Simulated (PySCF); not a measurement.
SMILES CC(C)c1cccc(C(F)(F)F)c1 at its GFN2-xTB optimised geometry (Å):

```
24

C     -1.6469    -2.2590    -1.2727
C     -1.9250    -1.4631     0.0045
C     -1.5908    -2.2917     1.2467
C     -1.1527    -0.1681     0.0000
C     -1.8139     1.0542    -0.0081
C     -1.1143     2.2487    -0.0150
C      0.2683     2.2466    -0.0122
C      0.9356     1.0293     0.0000
C      2.4361     1.0013    -0.0273
F      2.9932     2.0860     0.5331
F      2.9510    -0.0623     0.6122
F      2.9193     0.9437    -1.2867
C      0.2365    -0.1681     0.0000
H     -2.2559    -3.1597    -1.2914
H     -0.6015    -2.5508    -1.3277
H     -1.8838    -1.6626    -2.1510
H     -2.9932    -1.2220     0.0315
H     -0.5476    -2.5961     1.2426
H     -2.2079    -3.1867     1.2750
H     -1.7767    -1.7144     2.1496
H     -2.8943     1.0716    -0.0091
H     -1.6480     3.1867    -0.0225
H      0.8253     3.1705    -0.0139
H      0.7847    -1.0975     0.0062
```

Calculation: PBE/def2-SVP in PySCF. Cells within 0.4 Å of a nucleus heavier than hydrogen are left out (blank, or x).

Map of the Laplacian of the electron density (e/bohr⁵) on the plane z = 0.6 Å:

```
|3333333333333333333333333|
|3333333333333333333333333|
|3333333333333333333333333|
|3333333333333333333333333|
|3333333333333333333333333|
|3333333344444443333333333|
|3333333343444443348953333|
|333333334433334438xx83333|
|333333344344434449xx83333|
|3333334443444434457943333|
|3333334434444434445543333|
|3333333443444334475963333|
|333333344333334449xx83333|
|3333333444434443386973333|
|3333334444444443346533333|
|3333344434433433333333333|
|3333334402433333333333333|
|3333334434443333333333333|
|3333333444443333333333333|
|3333333444333333333333333|
|3333333333333333333333333|
|3333333333333333333333333|
|3333333333333333333333333|
|3333333333333333333333333|
|3333333333333333333333333|
```
Scale: ten equal steps from -0.508 (start of '0') to 0.963 (end of '9'), in the order '0123456789'; x runs from -5.50 to 5.50, y from -5.50 (bottom) to 5.50 (top).
